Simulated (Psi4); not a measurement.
pyrrole (C$_{4}$H$_{5}$N), singlet, geometry from GFN2-xTB. Base run: MP2/def2-SV(P) (Psi4).

Input for Psi4:
```
memory 2 GB

molecule {
0 1
  H     0.02331855   -0.00569419    2.12133513
  N     0.01225989   -0.00299376    1.11530690
  C    -0.00104268    1.10746771    0.33287593
  C     0.00829435   -1.10923850    0.32682311
  C    -0.01369937    0.70723215   -0.97433836
  C    -0.00776355   -0.70199109   -0.97818631
  H    -0.00054049    2.09153871    0.75876769
  H     0.01709616   -2.09558146    0.74733455
  H    -0.02586159    1.34596924   -1.83515419
  H    -0.01456440   -1.33609757   -1.84247771
}

set basis def2-sv(p)
set freeze_core true

energy('mp2')
print_variables()
```

Variants of this job, named by their change:

| change | basis functions | E (Eh) | MP2 correlation (Eh) |
|---|---|---|---|
| base | 80 | -209.29971 | -0.65859 |
| basis = STO-3G | 30 | -206.50751 | -0.28283 |
| basis = 6-31G | 55 | -209.18069 | -0.45195 |
| basis = pcseg-1 | 95 | -209.45143 | -0.69671 |
| basis = cc-pVDZ | 95 | -209.52184 | -0.69374 |
| basis = def2-SVP | 95 | -209.35143 | -0.69164 |
| basis = def2-SVPD | 140 | -209.39041 | -0.72283 |
| basis = 6-311++G** | 145 | -209.59985 | -0.73592 |
| basis = aug-cc-pVDZ | 160 | -209.55858 | -0.72055 |
| basis = 6-311+G(2d,p) | 165 | -209.63939 | -0.77011 |
| basis = pcseg-2 | 220 | -209.71535 | -0.83649 |
| basis = cc-pVTZ | 220 | -209.73121 | -0.84663 |
| basis = def2-TZVPD | 230 | -209.72550 | -0.83495 |

Totals compare only among sets that treat the same electrons; sets with core potentials leave the core out.
